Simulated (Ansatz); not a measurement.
Pulling on the Si1–N2 bond in SiN (multiplicity 2 held). Energies count from the point at 1.567 Å.


R- and RO- levels are restricted; in cc, def2 and unpolarised 6-31G sets they are followed outwards from rest. Unrestricted levels (U-) break spin symmetry where that is lower. Curves can end on different states.

Run with Ansatz (a quantum-chemistry and plane-wave program). Each number belongs to the level named beside it.

Energies in kcal/mol.

```tsv
R (Å)	RO-PBE/cc-pV(T+d)Z	RO-B3LYP/cc-pV(T+d)Z	U-B3LYP/cc-pV(T+d)Z	U-wB97X-V/cc-pV(T+d)Z
1.254	104.9	99.7	100.1	99.0
1.411	20.3	17.9	18.1	17.3
1.567	0.0	0.0	0.0	0.0
1.724	8.6	10.7	5.5	4.2
1.881	28.7	32.5	19.8	20.7
2.116	62.9	69.1	45.9	47.7
2.351	93.6	102.0	66.9	69.1
2.743	131.6	143.5	89.2	90.6
3.135	155.7	170.2	99.3	98.8
3.605	172.2	188.5	104.5	102.4
4.232	182.3	200.7	107.0	104.0
5.016	187.1	207.7	107.9	104.5
6.270	189.1	212.3	108.1	104.7
```

Doubts at one or more of the structures used: a restricted determinant that unrestricted orbitals would lower (RO-PBE/cc-pV(T+d)Z, RO-B3LYP/cc-pV(T+d)Z); a spin-contaminated determinant (U-B3LYP/cc-pV(T+d)Z, U-wB97X-V/cc-pV(T+d)Z).
